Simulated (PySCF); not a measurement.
# Excitation energy of Cl by level of theory

Cl [Ne] 3s2 3p5 (2P) → Cl [Ne] 3s1 3p6 (2S), as a difference of total energies. Calculation: PySCF 2.14, in x2c-QZVPPall with one added diffuse shell each of s, p, d, f type (10s7p5d3f1g, 86 functions); scalar relativity by spin-free X2C-1e. Correlated levels: valence: [Ne] frozen. The calculations carry no spin-orbit coupling.

```csv
method,excitation energy (eV)
UHF,15.582
MP2 (valence),13.110
SCS-MP2 (valence),12.863
CCSD (valence),11.751
CCSD(T) (valence),10.675
```

Errors of the correlated levels include the incompleteness of this basis and the frozen core.

The coupled-cluster amplitudes are large for the upper state (T1 above 0.03 or a double amplitude above 0.15), so a single reference is strained.

Problem. Which method comes closest to the reference value, and which is furthest?

Solution. The reference is 10.586 eV (measured; NIST levels, between the centres of gravity of the two terms). Closest: CCSD(T) (valence) (error 0.089 eV); furthest: UHF (error 4.996 eV).
